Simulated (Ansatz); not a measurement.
Calculated with Ansatz (gas phase, PBE0-D4/def2-TZVP geometries, no zero-point term in ΔE). CCSD(T)/CBS adds triple-zeta CCSD(T) − MP2 to the extrapolated MP2 energy (def2 sets, frozen cores). One conformer a species, not always the lowest.

Reaction (formal exchange of groups at a C–O bond): `COC[SiH2]O` + `CC(=O)CC(C)=O` → `CCC(=O)CC(C)=O` + `OC[SiH2]O`

`COC[SiH2]O`:

```xyz
13

C    -1.627    0.676    0.277
O    -0.701    0.695   -0.778
C     0.645    0.778   -0.327
Si    1.266   -0.925    0.236
O     0.611   -2.018   -0.808
H    -1.478   -0.183    0.946
H    -1.561    1.593    0.878
H    -2.622    0.611   -0.164
H     1.236    1.097   -1.192
H     0.755    1.559    0.440
H     0.860   -1.235    1.636
H     2.748   -0.986    0.162
H    -0.131   -1.662   -1.306
```

`CC(=O)CC(C)=O`:

Cartesian coordinates in Å:
```
C -0.675 -1.827 1.084
C 0.428 -1.075 0.404
O 1.547 -0.997 0.844
C 0.042 -0.346 -0.876
C -0.424 1.047 -0.474
C 0.642 2.097 -0.401
O -1.578 1.253 -0.193
H -0.965 -2.681 0.465
H -0.350 -2.177 2.062
H -1.558 -1.188 1.173
H 0.923 -0.293 -1.516
H -0.784 -0.849 -1.379
H 1.011 2.308 -1.410
H 1.493 1.719 0.172
H 0.248 3.008 0.044
```

`CCC(=O)CC(C)=O`:

```xyz
18

C    -1.761    0.968    1.931
C    -0.469    0.262    1.584
C     0.139    0.707    0.283
O    -0.300    1.613   -0.380
C     1.335   -0.104   -0.197
C     0.795   -1.197   -1.109
C     0.645   -0.830   -2.554
O     0.476   -2.270   -0.662
H    -2.521    0.786    1.170
H    -2.146    0.618    2.891
H    -1.613    2.047    1.990
H    -0.593   -0.827    1.524
H     0.294    0.413    2.358
H     1.848   -0.578    0.639
H     2.002    0.564   -0.743
H     0.134    0.134   -2.639
H     0.102   -1.606   -3.089
H     1.637   -0.701   -2.997
```

`OC[SiH2]O`:

Z-matrix (Å, degrees):
```
C
Si 1 1.881
O 1 1.422 2 110.3
H 1 1.101 2 111.0 3 -123.9
H 1 1.094 2 110.6 3 118.3
O 2 1.658 1 107.3 3 47.6
H 2 1.492 1 111.0 3 168.9
H 2 1.482 1 110.8 3 -67.8
H 3 0.962 1 108.0 2 -44.8
H 6 0.957 2 117.7 1 92.1
```

| species | MP2/def2-QZVPP energy (Eh) |
| --- | --- |
| `COC[SiH2]O` | -520.22949 |
| `CC(=O)CC(C)=O` | -345.25546 |
| `CCC(=O)CC(C)=O` | -384.49151 |
| `OC[SiH2]O` | -481.01135 |

Q: Work out ΔE.

A: ΔE = (-384.49151) + (-481.01135) − (-520.22949) − (-345.25546) = -0.01791 Eh = -47.0 kJ/mol. CCSD(T)/CBS gives -44.2 kJ/mol.

Largest T1 diagnostic among the species: 0.015.

In def2-TZVPP, CCSD(T) changes the Hartree–Fock value by −5.0 kJ/mol (the triples alone add +0.3 kJ/mol) and MP2 by −8.9 kJ/mol.
